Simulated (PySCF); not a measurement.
C2H5FSi2, SMILES [SiH3][Si@@H](C#C)F. Heavy atoms are numbered as in [CH:1]#[C:2][Si@@H:3]([F:4])[SiH3:5]. Hydrogens are named by the atom that carries them.

Coordinates come from a ωB97X-D3(BJ)/def2-SVP optimisation. The structure was generated by enumeration; whether it is a known compound was not checked.

Level of theory: HF/pcSseg-1 (PySCF).

GIAO shieldings, no solvent; atoms alike by connectivity are averaged. δ = σ(ref) − σ: ¹³C against TMS (σ = 192.6 ppm); ²⁹Si against TMS (σ = 393.8 ppm); ¹⁹F against CFCl3 (σ = 238.5 ppm); ¹H against TMS (σ = 31.99 ppm), references at their B3LYP-D3(BJ)/def2-TZVP geometries, non-relativistic.

```csv
atoms,nucleus,count,δ (ppm)
C1 (CH),¹³C,1,115.9
C2,¹³C,1,(withheld)
Si3 (SiH),²⁹Si,1,(withheld)
Si5 (SiH3),²⁹Si,1,-92.4
F4,¹⁹F,1,-174.2
H on Si3,¹H,1,(withheld)
H on Si5,¹H,3,(withheld)
H on C1,¹H,1,3.55
```

**Question.** What belongs in the gaps? (The exact figures need the calculation; the answer reports its results.)

**Answer.** 
- H on Si3, δ (ppm): 5.15
- H on Si5, δ (ppm): 3.62
- Si3 (SiH), δ (ppm): -15.2
- C2, δ (ppm): 84.1
